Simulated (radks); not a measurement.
The numbers below are computed, except where a source is named.
Ni I, 28 electrons, occupied as [Ar] 3d8 4s2. Code: a radial shooting solver on a logarithmic mesh with Libxc functionals. Model: Dirac Kohn-Sham, PBEsol, spin-unpolarised, spherical densities, point nucleus; open shells fill j = l - 1/2 first. Some entries of the table are withheld. Estimate them.

| orbital | occ. | eigenvalue (eV) | r(max) (bohr) | <r^2> (bohr^2) |
|---|---|---|---|---|
| 1s1/2 | 2 | -8202.293 | 0.03542 | 0.003940 |
| 2s1/2 | 2 | -980.4839 | 0.2048 | 0.07086 |
| 2p1/2 | 2 | -855.5143 | 0.1631 | 0.05590 |
| 2p3/2 | 4 | -838.0572 | 0.1657 | 0.05747 |
| 3s1/2 | 2 | -110.7246 | 0.6397 | 0.6340 |
| 3p1/2 | 2 | -72.6981 | 0.6418 | (1) |
| 3p3/2 | 4 | -70.4877 | 0.6496 | (2) |
| 3d3/2 | 4 | -9.0256 | (3) | (4) |
| 3d5/2 | 4 | -8.7862 | (5) | (6) |
| 4s1/2 | 2 | -5.6607 | 2.236 | (7) |

Answer. 
(1) 3p1/2 <r^2> (bohr^2): 0.7048
(2) 3p3/2 <r^2> (bohr^2): 0.7235
(3) 3d3/2 r(max) (bohr): 0.6275
(4) 3d3/2 <r^2> (bohr^2): 1.377
(5) 3d5/2 r(max) (bohr): 0.6303
(6) 3d5/2 <r^2> (bohr^2): 1.401
(7) 4s1/2 <r^2> (bohr^2): 9.139
